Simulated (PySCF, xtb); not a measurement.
C₂H₇BO₂Si, SMILES OB(O)/C=C/[SiH3].

GFN2-xTB (xtb) at its own geometry gives an orbital gap of 3.69 eV and a dipole moment of 1.46 D.

The structure is a stationary point at PBE0-D3(BJ)/def2-SVP. The structure was generated by enumeration; whether it is a known compound was not checked. Other conformers were not sampled.

Q: What does PBE0/def2-TZVP run with PySCF give? (The exact figures need the calculation; the answer reports its results.)

A: gap 6.81 eV (levels -8.10 and -1.29 eV), dipole 1.31 D.
